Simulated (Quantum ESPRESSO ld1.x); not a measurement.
Task: These are the eigenvalues of the occupied orbitals of an atom or ion with whole-number occupations (eV). Method: scalar-relativistic Kohn-Sham, LDA (Slater exchange, VWN5 correlation), spin-polarised, spherical densities, point nucleus; computed with ld1.x of Quantum ESPRESSO 7.5.

| orbital | eigenvalue |
|---|---|
| 1s up | -88069.2 |
| 1s down | -88069.2 |
| 2s up | -15753.3 |
| 2s down | -15753.3 |
| 2p up | -13515.8 |
| 2p down | -13515.8 |
| 3s up | -3781.16 |
| 3s down | -3781.14 |
| 3p up | -3139.79 |
| 3p down | -3139.78 |
| 3d up | -2485.13 |
| 3d down | -2485.12 |
| 4s up | -855.209 |
| 4s down | -855.191 |
| 4p up | -645.008 |
| 4p down | -644.989 |
| 4d up | -401.831 |
| 4d down | -401.810 |
| 5s up | -144.331 |
| 5s down | -144.285 |
| 4f up | -133.144 |
| 4f down | -133.120 |
| 5p up | -85.8729 |
| 5p down | -85.8172 |
| 5d up | -21.2755 |
| 5d down | -21.0765 |
| 6s up | -12.6146 |
| 6s down | -11.7602 |
| 6p up | -4.0624 |

Which element is it, and in what charge state? The configuration may be excited. Open shells, if any, are filled with parallel spins first.

Result: Z = 82, lead, charge 0: Pb in [Hg] 6p2. The list shows which subshells hold electrons but not how many an open one holds; the 1s level, -3236.5 hartree, gives Z - s = 80.5 by -(Z - s)^2/2, which with screening and relativity narrows Z to a few neighbours, and the depths of the outer levels then fix element, charge and occupations together.
